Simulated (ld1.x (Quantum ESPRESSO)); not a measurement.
**Transferability test, ultrasoft potential for aluminium**

aluminium (Al), ultrasoft, made with ld1.x (Quantum ESPRESSO) 7.5 (PBEsol, scalar-relativistic). Core [Ne], reference 3s2 3p1. Waves: 3s (bound): rcut 1.65, rcutus 1.95 bohr; 3s channel at -0.25 Ry: rcut 1.65, rcutus 1.95 bohr; 3p (bound): rcut 1.65, rcutus 2.20 bohr; 3p channel at 0.15 Ry: rcut 1.65, rcutus 2.20 bohr. Local part: all-electron potential smoothed inside 2.00 bohr (lloc = -1). Core correction: none. Augmentation charge: PSQ, inside the norm-conserving radii.

Energies are relative to the spin-unpolarised reference configuration 3s2 3p1; without spin polarisation the order of configurations can differ from experiment.

```
valence configuration  charge  ΔE all-electron (eV)  error AE − PS (meV)
              3s1 3p0      +2                24.906                 +0.9
            3s2 3p0.5    +0.5                 2.074                 -0.4
              3s1 3p2       0                 5.119                 +3.5
            3s2 3p1.3    -0.3                -0.568                  0.0
              3s1 3p1      +1                11.527                 +3.7
              3s0 3p3       0                10.405                  +18
```

Problem. What are ΔE and the potential's error for 3s2 3p0?

Solution. ΔE = 5.736 eV all-electron; the error (AE − PS) is -2.4 meV.

Levels in the configuration 3s1 3p2:

```csv
level,all-electron (eV),pseudo (eV)
3s,-8.531,-8.522
3p,-3.324,-3.323
```
